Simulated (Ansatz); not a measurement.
V(NH2)3 (VN3H6), relaxed as a triplet with UKS PBE-D4/def2-SVP in Ansatz, starting from the GFN2-xTB geometry. Force threshold 0.02 eV/Å.

Start:

```xyz
10

V    -0.1869   -0.1697    0.0395
N    -0.1209    1.5943   -0.1459
H     0.7100    2.1641   -0.2985
H    -0.9423    2.1992   -0.1175
N    -0.1632   -0.9992   -1.5239
H    -0.5144   -0.5910   -2.3881
H     0.2665   -1.8977   -1.7419
N     0.2040   -0.6767    1.6890
H     0.0733   -0.0894    2.5098
H     0.6738   -1.5338    1.9775
```

Task: Estimate the energy that the relaxation releases and the steps that it takes.

Result: 32.8 kJ/mol, in 7 steps; 5.5 s on 4 threads of Intel Xeon 6975P-C on a shared host. No frequencies were taken in this run, so the end may be a saddle point.

Task: Does the start keep its bonding and symmetry?

Result: By distances, no bond broke or formed. The bond that changes most is V1–N8, from 1.77 to 1.86 Å (atoms count from 1). Point group Cs at the start, Cs at the end, both within 0.05 Å.

Task: Predict the relaxed structure.

Result: 
```xyz
10

V    -0.352   -0.106    0.051
N    -0.135    1.721   -0.156
H     0.733    2.248   -0.312
H    -0.926    2.380   -0.135
N    -0.212   -1.085   -1.524
H    -0.485   -0.705   -2.439
H     0.353   -1.928   -1.680
N     0.164   -0.757    1.715
H     0.102   -0.196    2.574
H     0.759   -1.572    1.903
```
Bond lengths: 3 × N–V 1.85 to 1.86 Å; 6 × H–N 1.03 Å.
